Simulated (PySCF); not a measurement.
**Field gradients at the hydrogen positions**

C4H14N2OSi2.
SMILES with atom numbers: `[CH2:1]=[CH:2][Si@:3]([NH2:4])([O:5][SiH3:6])[N:7]([CH3:8])[CH3:9]` (hydrogens: H10, H11 on C1; H12 on C2; H13, H14 on N4; H15, H16, H17 on Si6; H18, H19, H20 on C8; H21, H22, H23 on C9)

Cartesian coordinates in Å at the GFN2-xTB level; atoms count from 1:
```
atom  x, y, z in Å
C1    -2.3396   -1.8641   -0.7260
C2    -1.5775   -0.7981   -0.9063
Si3   -0.4405   -0.0558    0.4046
N4    -0.6900   -0.5852    2.0332
O5    -0.7386    1.5436    0.5165
Si6   -0.7601    3.0298   -0.1079
N7     1.1715   -0.2909   -0.1459
C8     2.2721    0.4576    0.4077
C9     1.5977   -1.5046   -0.7930
H10   -2.3520   -2.3987    0.2110
H11   -2.9866   -2.2604   -1.4948
H12   -1.6149   -0.3057   -1.8706
H13   -1.4663   -0.2046    2.5496
H14   -0.5755   -1.5620    2.2468
H15   -1.4013    3.0042   -1.4240
H16    0.6137    3.5226   -0.2243
H17   -1.5346    3.8001    0.8632
H18    2.9737    0.7316   -0.3870
H19    2.8170   -0.1242    1.1615
H20    1.8917    1.3611    0.8732
H21    0.7376   -2.0067   -1.2280
H22    2.3127   -1.2716   -1.5881
H23    2.0850   -2.1909   -0.0883
```

Level: PBE0/pcSseg-1 (PySCF, non-relativistic); Q(2H) = 0.00286 b; rigid geometry, the same for H and D, with no vibrational averaging.

Task: Rank these positions by the coupling χzz of a deuteron there, largest first.
A. H16 (Si–H hydrogen)
B. H21 (methyl hydrogen)
C. H19 (methyl hydrogen)
D. H13 (N–H hydrogen)
E. H10 (vinylic hydrogen)

Result: D (289 kHz), E (224 kHz), B (207 kHz), C (198 kHz), A (107 kHz).

Task: Tabulate Vzz, the asymmetry η and χzz = 234.96 MHz × Q × Vzz for every hydrogen position.

Result: 
| atom | bonded to | bond length (Å) | Vzz (au) | η | χzz (kHz) |
| --- | --- | --- | --- | --- | --- |
| H10 | C1 | 1.079 | 0.3327 | 0.04 | 224 |
| H11 | C1 | 1.080 | 0.3306 | 0.03 | 222 |
| H12 | C2 | 1.083 | 0.3280 | 0.03 | 220 |
| H13 | N4 | 1.007 | 0.4303 | 0.16 | 289 |
| H14 | N4 | 1.006 | 0.4334 | 0.16 | 291 |
| H15 | Si6 | 1.464 | 0.1594 | 0.03 | 107 |
| H16 | Si6 | 1.464 | 0.1593 | 0.04 | 107 |
| H17 | Si6 | 1.462 | 0.1616 | 0.02 | 109 |
| H18 | C8 | 1.095 | 0.2984 | 0.05 | 200 |
| H19 | C8 | 1.097 | 0.2941 | 0.05 | 198 |
| H20 | C8 | 1.085 | 0.3130 | 0.07 | 210 |
| H21 | C9 | 1.087 | 0.3076 | 0.06 | 207 |
| H22 | C9 | 1.094 | 0.2992 | 0.05 | 201 |
| H23 | C9 | 1.098 | 0.2928 | 0.05 | 197 |

Task: Average by the element that carries the hydrogen.

Result: on C: 209 kHz over 9 positions, mean bond length 1.089 Å; on N: 290 kHz over 2 positions, mean bond length 1.007 Å; on Si: 108 kHz over 3 positions, mean bond length 1.463 Å.

Task: How does χzz go with the bond length over the 9 C–H bonds?

Result: A straight-line fit has a slope of -14.2 kHz for each 0.01 Å, with a correlation coefficient of -0.97, over lengths from 1.079 to 1.098 Å. The longer bonds have the smaller couplings here.

Task: A static deuteron (I = 1) shows a doublet split by (3/2)χ, (3/4)χ(1 + η) and (3/4)χ(1 − η) with the field along z, y and x of the gradient. What are these for H19?

Result: With |χ| = 197.6 kHz and η = 0.054: 296, 156 and 140 kHz, to first order and without motion.

One conformer (not necessarily the lowest) at the GFN2-xTB geometry, without solvent, vibrations or thermal averaging. GFN2-xTB frequencies show an imaginary mode (38i cm⁻¹), so this geometry is no minimum at that level. GFN2-xTB bond lengths can be off by several hundredths of an ångström, more for odd bonds, and the gradients follow them. The basis is small and wasn't made for field gradients, so the couplings can be 20 % off.

The run behind these numbers computed NMR shieldings as well. Time: 1.8 min wall; peak memory 1.1 GiB. Hardware: one thread, Arm Neoverse N1 (aarch64), shared host.
